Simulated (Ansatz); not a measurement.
Input file for Ansatz (a quantum-chemistry and plane-wave program): R-MP2/aug-cc-pVTZ on iminoborane (SMILES B=N), atoms moved off the minimum.

Ansatz 0.2 input:
```yaml
crystal:
  periodic: [false, false, false]
  atoms:
    - {symbol: B, position_ang: [0.02573913, -0.02046657, -0.64978231]}
    - {symbol: N, position_ang: [0.04200765, 0.03000205, 0.62812550]}
    - {symbol: H, position_ang: [0.01253258, -0.01235081, -1.91451533]}
    - {symbol: H, position_ang: [0.06116625, 0.06772227, 1.41487936]}
basis:
  gaussian:
    orbitals: aug-cc-pVTZ
magnetization: {spin_polarized: false}
correlation: {method: mp2, electrons: outside_noble_gas}
scf: {lower_state_search: off}
output: {forces: true}
```

The log:

```
WARN ansatz: RAYON_NUM_THREADS=1 ignored (pool sized by the plan → 1); use --threads N
Functional definition: HF
these checks for a lower state are left out or cut short: starts, cluster_reference, orbital_swaps, neighbouring_geometries, increment
integrals: 0.11 GiB planned
794 factors; integrals over basis functions are off by at most 1.2e-3 eV
mean field: 0.22 GiB planned
mean field evaluation 1: about -2179.0121 eV, gradient 4.8e1 eV
mean field evaluation 2: about -2179.0127 eV, gradient 4.8e1 eV
mean field evaluation 4: about -2183.9202 eV, gradient 3.2e0 eV
mean field evaluation 8: about -2183.9638 eV, gradient 1.7e-1 eV
mean field -2183.96391872 eV, -80.2591936691 hartree, gradient 2.2e-6 eV, S^2 0.000000; 0 other end points of the search recorded, 0 dependent functions left out
2 core orbitals not correlated
reference -2183.96391872 eV, -80.2591936691 hartree; 5, 5 occupied and 131, 131 virtual orbitals, 794 factors
densities: 0.27 GiB planned
second order -8.39277311 eV of doubles, -0.00000000 eV of singles
the calculation of the forces begins
Total energy: -2192.35669183 eV, -80.5676223919 hartree
Atom 0 at     0.025739    -0.020467    -0.649782 Å, force     0.019923     0.243843     0.570882 eV/Å
Atom 1 at     0.042008     0.030002     0.628126 Å, force    -0.531247    -1.123476   -23.716179 eV/Å
Atom 2 at     0.012533    -0.012351    -1.914515 Å, force     0.014577    -0.086956     2.176496 eV/Å
Atom 3 at     0.061166     0.067722     1.414879 Å, force     0.496747     0.966588    20.968801 eV/Å
Dipole moment:     0.001626    -0.001742    -0.083818 e Å
Checks for a lower state left out: starts, cluster_reference, orbital_swaps, neighbouring_geometries, increment
```

The calculation finished and met its thresholds.

Cost: very roughly 3 core-seconds.
